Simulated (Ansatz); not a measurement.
Isolated molecules relaxed with PBE0-D4/def2-TZVP in Ansatz; ΔE leaves out vibrations. CBS: MP2 limit from def2 TZ/QZ plus the TZ coupled-cluster correction, frozen cores. Functionals use def2-TZVPP. For Ge outer-core shells are correlated without core-valence functions, which leaves a few kJ/mol of doubt a bond. Scalar relativity is left out up to krypton. Each species was taken in one conformer, which may not be the lowest.

Consider the substitution at a C–C bond: `CCSC=S` + `C[O][GeH]([SH])[Cl]` → `C[O][GeH]([Cl])[S]C` + `CSC=S`.

| level | ΔE (kcal/mol) |
| --- | --- |
| ωB97M-V | 3.4 |
| B2PLYP | 3.3 |
| PBE | 2.9 |
| PBE0 | 3.3 |

(1) What does CCSD(T)/CBS give? (Estimate.)

Largest T1 diagnostic among the species: 0.016.

Results:

(1) The calculation gave: +3.5 kcal/mol. The listed levels differ from it by -0.1, -0.2, -0.6, -0.2 kcal/mol.
